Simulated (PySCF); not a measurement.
# Mayer bond orders and bond lengths

C2H11NOSi4.
SMILES with atom numbers: `[CH3:1][C:2](=[O:3])[NH:4][SiH:5]1[SiH2:6][SiH2:7][SiH2:8]1` (hydrogens: H9, H10, H11 on C1; H12 on N4; H13 on Si5; H14, H15 on Si6; H16, H17 on Si7; H18, H19 on Si8)

Geometry (GFN2-xTB, Å), atoms numbered from 1 in this order:
```xyz
19
C2H11NOSi4 angstrom
C      2.9684   -0.6221   -0.2279
C      1.5222   -0.2001   -0.1346
O      0.6163   -0.9855    0.1291
N      1.2325    1.0818   -0.3522
Si    -0.5039    1.4925   -0.2267
Si    -1.3066    0.5190    1.7717
Si    -2.3988   -1.1340    0.4981
Si    -1.6928   -0.1054   -1.4993
H      3.3349   -0.4558   -1.2399
H      3.5734   -0.0340    0.4604
H      3.0584   -1.6760    0.0195
H      1.9860    1.7134   -0.5675
H     -0.3221    2.9302   -0.5257
H     -2.1876    1.4296    2.5330
H     -0.3103    0.1415    2.7840
H     -2.0237   -2.5335    0.7166
H     -3.8663   -1.1742    0.6749
H     -0.9305   -0.8739   -2.4939
H     -2.7593    0.4958   -2.3271
```

Bond orders from the PBE0/pcSseg-1 density (PySCF). The structure is a single GFN2-xTB conformer in the gas phase; no vibrational or solvent corrections.

(1) How far do the computed orders between heavy atoms stray from the drawn ones?

(2) Give the Mayer order of every bond, beside its length.

(3) Sum the orders of all bonds at each heavy atom with more than one neighbour and set the sums beside the valence in the SMILES.

## Answers

(1) The largest departure is 0.255, at C2–O3 (drawn double, 1.745). Drawn single, order above 1.12: C2–N4 (1.240). Drawn single, order below 0.88: N4–Si5 (0.761), Si5–Si6 (0.865), Si6–Si7 (0.852), Si7–Si8 (0.852) and Si8–Si5 (0.864).

(2) 
```csv
bond,drawn as,length (Å),Mayer order
C1–C2,single,1.509,0.999
C2–O3,double,1.228,1.745
C2–N4,single,1.332,1.240
N4–Si5,single,1.789,0.761
Si5–Si6,single,2.363,0.865
Si6–Si7,single,2.355,0.852
Si7–Si8,single,2.355,0.852
Si8–Si5,single,2.364,0.864
C1–H9,single,1.089,0.946
C1–H10,single,1.089,0.949
C1–H11,single,1.086,0.957
N4–H12,single,1.007,0.926
Si5–H13,single,1.480,0.940
Si6–H14,single,1.478,0.917
Si6–H15,single,1.470,0.934
Si7–H16,single,1.465,0.939
Si7–H17,single,1.479,0.918
Si8–H18,single,1.470,0.934
Si8–H19,single,1.478,0.918
```

(3) C1 3.851 (drawn 4), C2 3.984 (drawn 4), N4 2.927 (drawn 3), Si5 3.430 (drawn 4), Si6 3.568 (drawn 4), Si7 3.561 (drawn 4), Si8 3.568 (drawn 4). Orders between atoms that aren't bonded are not in these sums.

Mayer orders depend on the basis set.
